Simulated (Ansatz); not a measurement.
# Match the barriers

Saddle point of GePH7O, closed shell (GeH₄O ([OH][GeH3]) + PH₃ → GePH₅ ([PH2][GeH3]) + H₂O; bonds formed: Ge1–P7, O2–H6; bonds broken: Ge1–O2, H6–P7), PBE0-D4/def2-TZVP structure:

Ge1  (-0.208, -1.206, -0.045)
O2  (1.425, -0.155, 0.260)
H3  (0.722, -2.460, -0.177)
H4  (-1.054, -1.445, 1.206)
H5  (-0.887, -1.090, -1.417)
H6  (0.990, 0.882, 0.124)
P7  (-0.673, 1.512, 0.111)
H8  (2.200, -0.402, -0.259)
H9  (-1.296, 2.129, -0.990)
H10  (-1.218, 2.235, 1.189)
(Å)

Program: Ansatz 0.2.0. Basis: def2-TZVPP, with def2-QZVPP for the basis limit. Cores are frozen in the correlated methods. Filled d shells of the heavier atoms are correlated. The def2 sets are not built for correlating such inner shells, so the correlated values are less sure here. B3LYP uses VWN-RPA correlation. Extrapolation: Hartree–Fock as exp(−7.88 √X), correlation as X^−2.97. Four methods, as single points on the PBE0-D4 structures, gave these electronic barriers from the start structure: 169.2, 203.6, 222.4, 272.4 kJ/mol.

The methods were, in alphabetical order, B3LYP-D4, BHLYP-D4, HF, PBE-D4. Which gave which? (A judgement: the text doesn't fix the answer.)

By the calculation: PBE-D4 169.2; B3LYP-D4 203.6; BHLYP-D4 222.4; HF 272.4 kJ/mol. For comparison, CCSD(T) at an estimated basis limit (MP2 extrapolated from triple and quadruple zeta, plus CCSD(T) − MP2 in triple zeta) gives 212.9 kJ/mol.

T1 diagnostic: at most 0.013.

Labels in which every atom is bracketed show which atoms are joined, not bond orders.

For scale, one of the runs: CCSD(T)/def2-TZVPP, 219 basis functions, launched by `ansatz run in.yaml --threads 4 --pin off --events-out ev --progress --plain --max-ram 9574MiB`. The run took 81 s on 4 CPU threads of an Arm Neoverse V2 (shared host), with 3.2 GiB of host memory at its peak.
